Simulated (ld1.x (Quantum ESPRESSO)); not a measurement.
Sn, TM: configuration errors across variants

```json
{
 "Element": "Sn",
 "Generator": "ld1.x (Quantum ESPRESSO) 7.5",
 "Type": "norm-conserving Troullier–Martins (Kleinman–Bylander form)",
 "Functional": "PBEsol",
 "Relativity": "scalar-relativistic",
 "Frozen core": "[Kr]",
 "Valence charge": "14",
 "Reference configuration": "4d10 5s2 5p0.5 (charge +1.5)",
 "Partial waves": "5p (bound): rc 2.00 bohr; 4d (bound): rc 1.75 bohr; 5s (bound): rc 1.85 bohr",
 "Local potential": "the s channel",
 "Core correction": "a·sin(br)/r model core inside 1.45 bohr"
}
```

All-electron excitation energies from the reference (eV): (1) 4d10 5s2 5p2 -12.945; (2) 4d10 5s2 5p1 -6.047; (3) 4d10 5s2 5p0 7.925; (4) 4d10 5s1 5p3 -5.936; (5) 4d9 5s2 5p2 19.706; (6) 4d10 5s1 5p2 1.640; (7) 4d10 5s1 5p0 38.939.

A true bound ghost makes a file unfit for plane-wave use even where its test errors are small: the radial tests pick states by their node count and pass the ghost by.

Errors AE − PS in meV (a dash: test not solved or not reliable):

```tsv
change	(1)	(2)	(3)	(4)	(5)	(6)	(7)	bound ghosts
base	+4.9	+1.6	-2.1	+0.4	-329	-1.8	-17	none
all radii but the core radius scaled by about 0.84 (s 1.56, p 1.68, d 1.48 bohr)	+6.1	+2.0	-1.1	+2.6	-187	0.0	-6.0	p
all radii but the core radius scaled by about 1.05 (s 1.94, p 2.10, d 1.84 bohr)	+4.6	+1.5	-2.2	-0.5	-327	-2.4	-17	none
all radii but the core radius scaled by about 1.17 (s 2.16, p 2.34, d 2.06 bohr)	+4.6	+1.6	-2.1	-2.3	-274	-3.7	-17	none
all radii but the core radius scaled by about 1.28 (s 2.36, p 2.56, d 2.24 bohr)	+5.7	+1.7	-1.9	-4.5	-155	-6.1	-19	none
all radii but the core radius scaled by about 1.38 (s 2.56, p 2.76, d 2.42 bohr)	+7.3	+1.9	-1.7	-7.0	-25	-9.0	-27	none
```

(1) Give the same row for: all radii but the core radius scaled by about 0.80 (s 1.48, p 1.60, d 1.40 bohr).

Results:

(1) +6.2, +2.1, -0.5, +3.0, -94, +1.1, +2.8; bound ghosts: p.
